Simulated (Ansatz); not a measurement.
C2H5S (SMILES [CH2-]SC), charge -1, singlet, geometry from GFN2-xTB (a gas-phase anion, which may not be bound at this level); R2SCAN/6-311G** (Ansatz, a program for electronic structure).

Input for Ansatz:
Ansatz 0.2 input:
```yaml
crystal:
  periodic: [false, false, false]
  atoms:
    - {symbol: C, position_ang: [0.00070800, 1.57129863, -0.36322795]}
    - {symbol: S, position_ang: [-0.00099071, 0.13073787, 0.53657575]}
    - {symbol: C, position_ang: [0.00078358, -1.56119730, -0.44210798]}
    - {symbol: H, position_ang: [0.90703429, 1.71646337, -0.96481068]}
    - {symbol: H, position_ang: [-0.90337747, 1.71650411, -0.96816327]}
    - {symbol: H, position_ang: [-0.00060884, -2.35294684, 0.30018101]}
    - {symbol: H, position_ang: [-0.89104011, -1.61619717, -1.06185539]}
    - {symbol: H, position_ang: [0.89489400, -1.61623736, -1.05854813]}
basis:
  gaussian:
    orbitals: 6-311G__.json
hamiltonian:
  xc: r2scan
total_charge: -1
```
The basis file holds 6-311G** in the JSON format of the Basis Set Exchange.

Output, abridged:

```
Functional definition: r2SCAN
743 factors; their error is unknown
mean field evaluation 1: about -12982.5018 eV, gradient 4.8e1 eV
mean field evaluation 2: about -12968.3808 eV, gradient 7.9e1 eV
mean field evaluation 4: about -12988.1901 eV, gradient 6.2e0 eV
mean field evaluation 8: about -12988.2866 eV, gradient 1.6e-1 eV
mean field evaluation 16: about -12988.2627 eV, gradient 2.4e-5 eV
mean field -12988.26272725 eV, -477.3098514658 hartree, gradient 2.4e-5 eV, S^2 0.000000; 0 other end points of the search recorded, 0 dependent functions left out
reference -12988.26273780 eV, -477.3098518536 hartree; 17, 17 occupied and 76, 76 virtual orbitals, 743 factors
Total energy: -12988.26273780 eV, -477.3098518536 hartree
```
